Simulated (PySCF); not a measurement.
Compound: C4H6ClF3O.
Geometry (GFN2-xTB, Å), atoms numbered from 1 in this order:
```xyz
15
C4H6ClF3O angstrom
F     -3.3476    0.0903    0.5062
C     -2.1334   -0.1407   -0.0152
F     -2.2205    0.0675   -1.3296
F     -1.8923   -1.4499    0.1567
C     -1.0796    0.7524    0.6578
O      0.1172    0.8319   -0.0479
C      0.9169   -0.3415   -0.0224
C      2.2807    0.0470   -0.5735
Cl     3.3705   -1.3523   -0.5074
H     -1.4877    1.7664    0.6900
H     -0.9383    0.3734    1.6816
H      0.4767   -1.1359   -0.6378
H      1.0146   -0.7094    1.0085
H      2.7197    0.8454    0.0236
H      2.1988    0.3633   -1.6125
```

Computed at PBE0/pcSseg-1 (PySCF, non-relativistic), with Q(17O) = −0.0256 b, Q(35Cl) = −0.0817 b: O6, 17O (I = 5/2): χzz = -12.29 MHz, η = 0.969; Cl9, 35Cl (I = 3/2): χzz = -76.96 MHz, η = 0.031.

**Question.** Where would the pure quadrupole (NQR) lines of 17O at O6 fall for the rigid, isolated species?

**Answer.** From the eigenvalues of H = χ/[4I(2I − 1)] × [3Iz² − I(I + 1) + η(Ix² − Iy²)], steps between neighbouring levels, labelled as for η = 0: ±1/2↔±3/2 3.186 MHz, ±3/2↔±5/2 3.267 MHz (ether oxygen).

**Question.** Find the zero-field quadrupole resonance frequencies of 35Cl at Cl9.

**Answer.** From ν = (|χ|/2)√(1 + η²/3): ν = 38.49 MHz (alkyl chlorine). For 37Cl the ratio of quadrupole moments, 0.7881, gives 30.33 MHz.

**Question.** Apply the simplest Townes–Dailey estimate (no s hybridisation, no π bonding), ionic character = 1 − χzz/χ0, where χ0 is the coupling for one missing p electron along the bond: −109.74 MHz for 35Cl.

**Answer.** Cl9 on C8: 1 − (-76.96)/(-109.74) = 0.30. In this model a purely covalent bond gives χ0 and a free halide ion gives zero; s hybridisation or π bonding, where present, is counted here as ionic character.

In a crystal, neighbours and librations shift these lines. GFN2-xTB bond lengths can be off by several hundredths of an ångström, more for odd bonds, and the gradients follow them. The basis is small and wasn't made for field gradients, so the couplings can be 20 % off.

One conformer stands for the species.
